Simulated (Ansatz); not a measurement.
Competing steps

Reactants: BNH₃OF ([NH2][B]([OH])[F]) (brackets give SMILES or just the links). Saddle points were found for several chosen steps; others may exist. Gas-phase electronic energies, without zero-point energy, by CCSD(T) at an estimated basis limit (MP2 extrapolated from triple and quadruple zeta, plus CCSD(T) − MP2 in triple zeta); Ansatz 0.2.0, def2-TZVPP and QZVPP, frozen cores, on PBE0-D4/def2-TZVP structures. Extrapolation: Hartree–Fock as exp(−7.88 √X), correlation as X^−2.97. No counterpoise correction.

(1) Rank the steps by the energy of their saddle points, lowest first, and give each saddle's height above the lowest. (Judge from chemistry; the value comes from the calculation.)
A. 1,2-elimination, to BOF + NH₃, still joined by a dative B–N bond (breaks or loosens B–N, H–O; forms H–N)
B. 1,2-elimination, to BNHF ([NH][B][F]) + H₂O, still joined by a dative B–O bond (breaks or loosens B–O, H–N; forms H–O)

(2) Does the lowest of these saddles lead to the lowest end structure (the products still in contact)? (A judgement: the text doesn't fix the answer.)

The T1 diagnostic stays at or below 0.014.

For scale, one of the runs: CCSD(T)/def2-TZVPP, 166 basis functions, launched by `ansatz run in.yaml --threads 2 --pin off --events-out ev --progress --plain --max-ram 4352MiB`. Time: 23 s of wall clock on 2 CPU threads of an Intel Xeon Platinum 8488C; the host was shared. Peak host memory: 1.5 GiB.

Answers

(1) The calculation gives: A (0.00 kcal/mol), B (20.23 kcal/mol). Heights count from the lowest.

The lowest of these saddles lies at 50.71 kcal/mol relative to the reactant.

(2) Computed: Yes. Relative to the reactant, the ends lie at 31.41 (BOF + NH₃); 69.43 (BNHF ([NH][B][F]) + H₂O) kcal/mol.
